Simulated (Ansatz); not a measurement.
This geometry of CH$_{4}$NOSb (8 atoms, charge 0, multiplicity 1) is a first-order saddle point.

Computed with RKS LDA/def2-SVP in Ansatz.

```xyz
8
Properties=species:S:1:pos:R:3
O 0.112 2.545 0.178
C 0.311 1.414 -0.174
N 0.051 0.293 0.635
Sb -1.193 -1.147 -0.235
H 0.722 1.208 -1.218
H 0.938 -0.168 0.897
H 0.003 -1.974 -1.207
H -0.851 -2.227 1.068
```

Which two structures does it join? (They come from a converged band through this point; their orientation in space is the band's.)

No bond is made or broken. The dihedral O1–C2–N3–Sb4 goes from -2 to -180°.

Image 0:

```xyz
8
Properties=species:S:1:pos:R:3
O -0.510 1.470 -1.026
C 0.413 1.243 -0.248
N 0.431 0.142 0.506
Sb -1.341 -0.929 0.129
H 1.288 1.945 -0.130
H 1.211 -0.079 1.134
H -0.782 -1.564 -1.381
H -0.618 -2.285 0.960
```

Image 10:

```xyz
8
Properties=species:S:1:pos:R:3
O 1.425 2.128 -0.050
C 0.435 1.431 -0.111
N 0.419 0.084 0.043
Sb -1.333 -1.010 -0.082
H -0.605 1.848 -0.307
H 1.345 -0.334 0.222
H -0.629 -2.236 -1.083
H -0.964 -1.968 1.312
```

How far does it lie above each of them?

1.18 eV above the first and 1.02 eV above the second. This is the barrier of this one path; another mechanism may lie lower.

Time of the run: 7.8 min on 1 thread of Intel(R) Xeon(R) Processor @ 2.50GHz (Skylake/Cascade Lake), with other jobs on the host, peak memory 0.13 GiB.
